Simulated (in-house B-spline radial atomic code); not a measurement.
Response and correlation of Bi⁷¹⁺

Closed shell [Ne] 3s2. Computed with an all-electron radial atomic-structure program (B-spline basis): Dirac-Hartree-Fock, relativistic RPA (time-dependent Dirac-Hartree-Fock) for the response and second-order many-body perturbation theory for correlation, no-pair Dirac-Coulomb Hamiltonian, finite nucleus.

Command:
```bash
python run_mb.py task.json out
```
Settings (nuclear radius in fm, box in bohr, cutoff in hartree):
```
basis_form          2
Z                   83
core_configuration  [Ne] 3s2
rms_radius          5.5211
mass_number         209
speed_of_light      137.036
box_radius          1.47
lmax                7
intervals           54
virtual_cutoff      172225.0
```

Run time, properties included: 0.7 s on 1 thread of Arm Neoverse V2, on a shared host.

| multipole (bohr³, bohr⁵, bohr⁷) | uncoupled | coupled RPA |
| --- | --- | --- |
| dipole | 0.0015128 | 0.0018257 |
| quadrupole | 1.2264e-05 | ? |
| octupole | 2.0312e-07 | 2.071e-07 |

Q: What is the coupled quadrupole polarisability?

A: 1.3186e-05 atomic units, +8 % against the uncoupled value.

Q: Which subshells carry the dipole polarisability?

A: 3s1/2 99.3 %, 2p3/2 0.5 %, 2p1/2 0.1 %.

Q: What does the dipole shielding factor come to?

A: The dipole shielding factor is 0.144, against the exact N/Z = 12/83 = 0.145 of the non-relativistic theorem.

Dipole polarisability at imaginary frequency:

```
u (Eh)  α(iu) (bohr³)
     0       0.001826
  30.5      0.0004653
  91.6      0.0001255
   183      5.706e-05
   305      3.367e-05
   611      1.497e-05
  1220      5.308e-06
  3050       1.04e-06
```

Q: What dispersion coefficients follow for two such ions (the dispersion part alone)?

A: C6 = (3/π)∫α(iu)²du = 3.488e-05 hartree·bohr⁶ and C8 = 2.314e-06 hartree·bohr⁸.

Lowest J = 1 odd-parity excitations:

```json
{"energy (eV)": "182.81", "oscillator strength": "0.0481", "leading channel": "3s1/2 → p1/2", "weight": "0.998"}
{"energy (eV)": "857.63", "oscillator strength": "0.704", "leading channel": "3s1/2 → p3/2", "weight": "0.998"}
{"energy (eV)": "4351.3", "oscillator strength": "0.258", "leading channel": "3s1/2 → p1/2", "weight": "1.0"}
{"energy (eV)": "4616.8", "oscillator strength": "0.249", "leading channel": "3s1/2 → p3/2", "weight": "1.0"}
{"energy (eV)": "6195.8", "oscillator strength": "0.068", "leading channel": "3s1/2 → p1/2", "weight": "1.0"}
{"energy (eV)": "6328.5", "oscillator strength": "0.0826", "leading channel": "3s1/2 → p3/2", "weight": "1.0"}
{"energy (eV)": "7172.2", "oscillator strength": "0.0293", "leading channel": "3s1/2 → p1/2", "weight": "1.0"}
{"energy (eV)": "7247.9", "oscillator strength": "0.0389", "leading channel": "3s1/2 → p3/2", "weight": "1.0"}
```

Second-order correlation energy by the highest angular momentum of the excited pair (hartree): s -0.02846, p -0.2735, d -0.2512, f -0.05974, g -0.02155, h -0.008049, i -0.003667, k -0.0019.

Q: What is the second-order correlation energy at the partial-wave limit?

A: The listed waves sum to -0.64799 hartree; extrapolating the increments as (l + 1/2)⁻⁴ gives -0.65187 hartree, -1.48 eV per electron.
